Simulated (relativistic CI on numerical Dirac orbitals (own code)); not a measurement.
**Radial parameters of Ag20+**

Calculated at this level of theory: Dirac-Coulomb-Breit CI, separate exchange-only KLI orbitals for each configuration, model QED (radiative potential, 1s self-energy scaled to tabulated hydrogen-like ionisation energies), unscaled Slater integrals (own radial code, finite nucleus).

Slater integrals F^k, G^k are unscaled and averaged over j, outside the closed core [Ne]; ζ comes from projecting the Hamiltonian with its Breit term on Σ l·s of the shell.

- 3s²3p⁶3d⁹: ζ(3d) = 20460 cm⁻¹; <r>(3d) = 0.3301, <r^2>(3d) = 0.1283 (bohr units).
- 3s²3p⁵3d¹⁰: ζ(3p) = 174400 cm⁻¹; <r>(3p) = 0.3571, <r^2>(3p) = 0.1476 (bohr units).
- 3s²3p⁶3d⁸4s: F^2(3d,3d) = 307780, F^4(3d,3d) = 197270, ζ(3d) = 21037, G^2(3d,4s) = 30589 cm⁻¹; <r>(3d) = 0.3261, <r^2>(3d) = 0.1251, <r>(4s) = 0.7535, <r^2>(4s) = 0.637 (bohr units).

(1) Give the Racah parameters of the d shell in 3s²3p⁶3d⁸4s.

Averages of the first 10 configurations, taken without configuration mixing, which lowers the lowest level and can move excited configurations by several eV; other configurations of the list can lie among them:

| Configuration | Parity | States | Average energy above the lowest level (eV) |
| --- | --- | --- | --- |
| 3s²3p⁶3d⁹ | even | 10 | 2.6 |
| 3s²3p⁵3d¹⁰ | odd | 6 | 214.5 |
| 3s3p⁶3d¹⁰ | even | 2 | 349.6 |
| 3s²3p⁶3d⁸4s | even | 90 | 380.0 |
| 3s²3p⁶3d⁸4p | odd | 270 | 425.9 |
| 3s²3p⁶3d⁸4d | even | 450 | 494.7 |
| 3s²3p⁶3d⁸4f | odd | 630 | 561.8 |
| 3s²3p⁶3d⁷4s² | even | 120 | 778.0 |
| 3s²3p⁵3d⁹4s | odd | 120 | 587.8 |
| 3s²3p⁴3d¹⁰4s | even | 30 | 799.7 |

## Answers

(1) B = F²/49 − 5F⁴/441 = 4045 cm⁻¹ and C = 35F⁴/441 = 15656 cm⁻¹.
